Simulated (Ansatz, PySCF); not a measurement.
Reaction (SMILES): COC(C)(F)F [1,1-difluoro-1-methoxyethane] + 3 C (CH4) + O (H2O) → CC (C2H6) + 2 CF (CH3F) [fluoromethane] + 2 CO (CH4O)
Structures are relaxed separately at B3LYP-D3(BJ)/def2-TZVP in Ansatz (a quantum-chemistry and plane-wave program), one conformer each, not searched for the lowest. Frequencies are from Ansatz or PySCF.

Quantity: bond separation energy (enthalpy at 298 K, with B3LYP-D3(BJ) rigid-rotor harmonic-oscillator terms), in kcal/mol. Cores are frozen in the correlated levels unless marked. No spin-orbit coupling. No relativistic terms. CBS(X,Y): correlation extrapolated as X^-3; Hartree-Fock from the larger set. The bracket is a focal-point correction in the basis named.

RI-MP2/CBS(cc-pVTZ,cc-pVQZ)+[CCSD(T)-MP2]/cc-pVTZ (Ansatz) gives 46.8 kcal/mol.

Q: Another calculation gave 40.1 kcal/mol. Which level was it?
A. CAM-B3LYP/def2-TZVPD (Ansatz)
B. SVWN5/def2-TZVPD (Ansatz)
C. PBE-QIDH/def2-TZVPD (Ansatz)
D. revPBE/def2-TZVPD (Ansatz)

A: D, revPBE/def2-TZVPD (Ansatz). The others give 46.8 (PBE-QIDH), 52.4 (SVWN5), 44.0 (CAM-B3LYP) kcal/mol.
